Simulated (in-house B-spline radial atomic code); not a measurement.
**BP86 excitations of Sr**

Method: BP86. Computed with an all-electron radial atomic-structure program (B-spline basis): linear response of the closed shell [Kr] 5s2 with the functional's adiabatic kernel; scalar-relativistic (spin-free one-electron X2C), finite nucleus, no spin-orbit coupling, no double excitations, S, P, D and F terms only; shells from n = 3 respond.

Command:
```bash
python run_td.py task.json out
```
Settings (radii: box in bohr, nucleus in fm):
```
Z                        38
electrons                38
configuration            [Kr] 5s2
hamiltonian              x2c
method                   b88,p86
box_radius               75
rms_radius               4.224
intervals                77
```

Cost of the run: 2.1 s on 1 thread of Arm Neoverse N1, on a shared host.

The lowest states, in the order of their Tamm-Dancoff energies; the method's threshold (minus the highest occupied level) is 3.649 eV. Labels give the largest channel, * marks a mixed state, and oscillator strengths are full-response dipole values. Measured ¹D terms are left out, since they can mix with doubly excited terms. Semilocal kernels can invert the small singlet-triplet splittings of Rydberg terms. Energies in eV:

```
     state  full response  Tamm-Dancoff  oscillator strength  measured (J-weighted term)
5s → 4d 3D          1.498         1.643                    -                       2.263
5s → 5p 3P          1.622         1.734                    -                       1.823
5s → 4d 1D          2.314         2.323                    -                           -
5s → 5p 1P              ?             ?                    ?                           ?
5s → 6s 3S              ?             ?                    -                           ?
5s → 6s 1S          3.536             -                    -                       3.793
```

Problem. Where does 5s → 5p 1P lie?

Solution. At 2.838 eV in full response, 2.976 eV in Tamm-Dancoff, oscillator strength 1.87; measured 2.690 eV.

Problem. Where does 5s → 6s 3S lie?

Solution. At 3.458 eV in full response, 3.461 eV in Tamm-Dancoff; measured 3.600 eV.

Problem. How large is the singlet-triplet splitting of 5s → 4d (D terms) in Tamm-Dancoff?

Solution. 0.68 eV, from the unrounded values.

Problem. What polarisabilities and dispersion coefficient does the method give?

Solution. Dipole 186.3 bohr³, quadrupole 4873 bohr⁵, C6 2936 hartree·bohr⁶ for two such species. Recommended dipole value: 197.2 ± 0.2 bohr³ (Schwerdtfeger and Nagle, table of static dipole polarizabilities (2023 update)), which includes relativity and correlation.
